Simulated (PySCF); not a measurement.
Species: C₆H₁₁NO.
Cartesian coordinates in Å at the PBE0-D3(BJ)/def2-SVP level; atoms count from 1:
```xyz
19
C6H11NO angstrom
C     -1.127    1.978    1.497
C     -0.518    1.534    0.395
C     -0.211    0.096    0.095
C     -0.870   -0.374   -1.205
C     -0.920   -1.886   -1.355
C      1.311   -0.124    0.057
N      1.963    0.312    1.166
O      1.881   -0.661   -0.870
H     -1.327    3.041    1.653
H     -1.463    1.288    2.279
H     -0.206    2.254   -0.373
H     -0.591   -0.515    0.934
H     -0.319    0.066   -2.052
H     -1.892    0.040   -1.236
H      0.095   -2.305   -1.381
H     -1.468   -2.352   -0.520
H     -1.431   -2.171   -2.287
H      2.973    0.255    1.176
H      1.494    0.900    1.841
```

Linear response at CAM-B3LYP/def2-SVPD (PySCF, frozen core in the response, non-relativistic).

Static isotropic polarisability: 84.87 au (12.58 Å³), principal values 69.9, 82.0, 102.8 au.

(1) What is the polarisability at 1064 nm and at the sodium D line?

(2) What is the isotropic C6 coefficient between two such molecules, C6 = (3/π)∫α(iω)² dω?

(3) Which effective excitation energy ω̄ makes London's formula C6 = (3/4)α²ω̄ exact here?

(4) How many electrons N does the Slater–Kirkwood formula C6 = (3/4)·√N·α^(3/2) need to give this C6?

(5) The lowest 6 singlets have (eV, f): 5.55, 0.006; 6.91, 0.145; 7.13, 0.006; 7.28, 0.018; 7.43, 0.025; 7.54, 0.194. What share of the static polarisability do they carry in the sum over states α = Σ f/ω²?

(6) What three-body coefficient follows from the one-pole estimate C9 = (3/4)·α·C6?

(7) What molar refraction at the D line follows from R = (4π/3)·N_A·α′, with α′ the polarisability volume?

## Answers

(1) 85.58 au at 1064 nm (+0.8 %), 87.25 au at 589.3 nm (+2.8 %). The rise at 589.3 nm is 3.37 times that at 1064 nm; a pure ω² law gives 3.26. The lowest singlet lies at 223 nm, shorter than both wavelengths.

(2) 3068 au (Eh·bohr⁶) by a ten-point quadrature over imaginary frequencies, which is 1830 eV·Å⁶ or 177 J·nm⁶/mol.

(3) ω̄ = 4·C6/(3α²) = 0.568 Eh = 15.5 eV. A one-pole form α(ω) = α/(1 − ω²/ω̄²) fitted to the 1064 nm value gives 12.8 eV.

(4) N = (4·C6/3)²/α³ = 27.4; the species has 62 electrons in all.

(5) 5.61 au, 6.6 % of α; the largest term, 2.52 au, is that of the state at 7.54 eV. Their oscillator strengths add up to 0.40. Higher states carry the rest.

(6) 195000 au. This is an estimate from the two numbers above, not a computed integral.

(7) α′ = 12.93 Å³ gives R = 32.61 cm³/mol, for isolated, non-vibrating species.

One conformer stands for the species.
